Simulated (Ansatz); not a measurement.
Stepwise reaction of `[OH][GeH]([F])[F]` with water, as a gas-phase model of exchange steps in deposition or etching. ΔE in kJ/mol; ΔG adds harmonic PBE0-D4 terms to CCSD(T)/CBS, at 1 bar.

Program: Ansatz. Geometries: PBE0-D4/def2-TZVP. ΔE: electronic, gas phase. CCSD(T)/CBS adds triple-zeta CCSD(T) − MP2 to the extrapolated MP2 energy (def2 sets, frozen cores). This one scheme is used for every species. DFT in def2-TZVPP. B3LYP here is the variant with VWN-RPA as its local correlation; programs differ in this. For Ge outer-core shells are correlated without core-valence functions, which leaves a few kJ/mol of doubt a bond. Scalar relativity is left out up to krypton. One conformer a species, not always the lowest.

```
step                                                  reaction  PBE-D4  B3LYP-D4  ωB97M-V  CCSD(T)/CBS  ΔG(500 K)
   1    `[OH][GeH]([F])[F]` + H₂O → `[OH][GeH]([OH])[F]` + H–F    27.8      29.5     29.1         24.8       25.5
   2  `[OH][GeH]([OH])[F]` + H₂O → `[OH][GeH]([OH])[OH]` + H–F    33.6      35.2     34.7         30.0       29.5
```

Task: By hand: ΔE of the 2 steps together at CCSD(T)/CBS.

Result: (24.8) + (30.0) = 54.8 kJ/mol, or 27.4 kJ/mol a step.

In ΔE each step is higher than the one before. All are uphill at CCSD(T)/CBS. ΔG lies between 25.5 and 29.5 kJ/mol a step. PBE-D4 differs from CCSD(T)/CBS by 3.0 to 3.6 kJ/mol a step. Isolated molecules leave out the surface, adducts and barriers. Largest T1 diagnostic: 0.012.
